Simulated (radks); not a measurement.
Species: Tb33+. Configuration: [Ar] 3d10 4s2 4p2. Calculated with a radial shooting solver on a logarithmic mesh with Libxc functionals: scalar-relativistic Kohn-Sham, LB94 model potential, spin-polarised, spherical densities, finite nucleus; open shells are filled with parallel spins first (spin-orbit coupling, left out, can overturn this in heavy ions); Fermi nuclear charge, rms radius 5.06 fm.

Unscreened Slater integrals over Kohn-Sham orbitals (hartree). They are taken over the spin-up orbitals.

| integral | value |
|---|---|
| F0(4p,4p) | 1.8214 |
| F2(4p,4p) | 0.95045 |
| F0(4p,4s) | 1.8415 |
| G1(4p,4s) | 1.2465 |
| F0(4p,3d) | 2.3101 |
| F2(4p,3d) | 0.66217 |
| G1(4p,3d) | 0.21619 |
| G3(4p,3d) | 0.21800 |
| F0(4p,3p) | 2.2711 |
| F2(4p,3p) | 0.70767 |
| G0(4p,3p) | 0.19057 |
| G2(4p,3p) | 0.23055 |
| F0(4s,4s) | 1.8633 |
| F0(4s,3d) | 2.3424 |
| G2(4s,3d) | 0.22006 |
| F0(4s,3p) | 2.3029 |
| G1(4s,3p) | 0.23082 |
| F0(3d,3d) | 4.2868 |
| F2(3d,3d) | 2.1822 |
| F4(3d,3d) | 1.4033 |
| F0(3d,3p) | 4.0100 |
| F2(3d,3p) | 1.9335 |
| G1(3d,3p) | 2.1287 |
| G3(3d,3p) | 1.4008 |
| F0(3p,3p) | 3.8456 |
| F2(3p,3p) | 1.9349 |

Derived for the open shells (J is the average intra-shell exchange parameter used in DFT+U). 4p: J = F2/5 = 0.1901 hartree.
